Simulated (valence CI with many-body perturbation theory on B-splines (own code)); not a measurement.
## Which ion has this spectrum?

A relativistic CI+MBPT calculation for an atom or ion with 23 electrons gives these levels (cm⁻¹):

| J | Parity | E | g |
| --- | --- | --- | --- |
| 5/2 | even | 0.0 | 1.86 |
| 5/2 | even | 85321 | 1.08 |
| 7/2 | even | 126185 | 1.11 |
| 3/2 | even | 130246 | 1.35 |
| 11/2 | even | 132144 | 1.19 |
| 5/2 | even | 141986 | 1.08 |
| 9/2 | even | 143120 | 1.16 |
| 1/2 | even | 152939 | 1.89 |
| 7/2 | even | 178308 | 1.25 |
| 5/2 | even | 184908 | 1.24 |
| 11/2 | even | 202742 | 1.02 |
| 7/2 | even | 204738 | 1.14 |
| 1/2 | even | 210094 | 0.68 |
| 3/2 | even | 211437 | 1.09 |

The energies are calculated, and their last digits are not significant.

(1) Which is it?
A. Sn27+
B. I30+
C. Cd25+
D. Ag24+

Results:

(1) A. Sn27+, ground level (3d3/2^3 3d5/2^2) J=5/2 [a].
